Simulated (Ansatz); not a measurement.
Reactions of C3H6F2O, SMILES `FCCOCF`.

Isolated molecules relaxed with PBE0-D4/def2-TZVP in Ansatz; ΔE leaves out vibrations. CCSD(T)/CBS is the MP2 limit (def2-TZVPP, def2-QZVPP) plus CCSD(T) − MP2 in def2-TZVPP, frozen cores. This one scheme is used for every species. DFT in def2-TZVPP. No spin–orbit coupling; open shells (•) take unrestricted orbitals. def2 core potentials past Kr. For I outer-core shells are correlated without core-valence functions, which leaves a few kJ/mol of doubt a bond. Each species was taken in one conformer, which may not be the lowest.

```
                              reaction  MP2/CBS(def2) (eV)  PBE-D4 (eV)
       `FCCOCF` + H–F → `FCOCF` + `CF`                0.45         0.28
               `FCCOCF` → `CC(O)(F)CF`               -0.84        -0.73
         `FCCOCF` + H₂ → `CCOCF` + H–F               -1.21        -1.01
        `FCCOCF` + HI → `FCCI` + `OCF`               -0.50        -0.33
         `FCCOCF` + H₂ → `COCCF` + H–F               -0.73        -0.56
`FCCOCF` → `FCOCF` + `[CH2]` (triplet)                4.40         4.34
      `FCCOCF` → `[CH2]F`• + `[O]CCF`•                4.82         4.19
               `FCCOCF` → `COC(C)(F)F`               -0.70        -0.66
                 `FCCOCF` → `CCOC(F)F`               -0.61        -0.58
               `FCCOCF` → `CCC(O)(F)F`               -1.36        -1.25
```

Q: Give the CCSD(T)/CBS values in the same order. (Estimate.)

A: The calculation gave: 0.37, -0.80, -1.14, -0.39, -0.69, 4.29, 4.43, -0.69, -0.58, -1.30 eV.

Largest T1 diagnostic: 0.016, for `[O]CCF`•.
